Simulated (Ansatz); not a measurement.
Calculated with Ansatz (gas phase, PBE0-D4/def2-TZVP geometries, no zero-point term in ΔE). CBS: MP2 limit from def2 TZ/QZ plus the TZ coupled-cluster correction, frozen cores. Functionals use def2-TZVPP. B3LYP here is the variant with VWN-RPA as its local correlation; programs differ in this. def2 core potentials past Kr. For Sb outer-core shells are correlated without core-valence functions, which leaves a few kJ/mol of doubt a bond. Each species was taken in one conformer, which may not be the lowest.

`NC[O][SbH2]` + `CBS[SiH2]C` → `C[SiH2][S][SbH2]` + `CBOCN`  (redistribution)

Is it downhill or uphill in electronic energy at CCSD(T)/CBS, and by how much? (An estimate is asked.)

The calculation gave: Downhill: ΔE = -22.6 kcal/mol.

What do these levels give: B3LYP-D4, PBE, PBE0, B3LYP, HF/def2-TZVPP, HF/CBS(def2)? (Best estimate.)

Computed: B3LYP-D4 -22.8, PBE -21.3, PBE0 -23.1, B3LYP -23.7, HF/def2-TZVPP -27.0, HF/CBS(def2) -26.9 kcal/mol.

Largest T1 diagnostic among the species: 0.014.

The D4 term adds +1.0 kcal/mol with B3LYP and +0.5 kcal/mol with PBE0; it sums over pairs of atoms, weighted by their polarisabilities, and B3LYP, whose exchange is more repulsive, gets the larger term. From PBE to PBE0 (25 % exact exchange), in def2-TZVPP and without D4, ΔE moves by −1.8 kcal/mol.
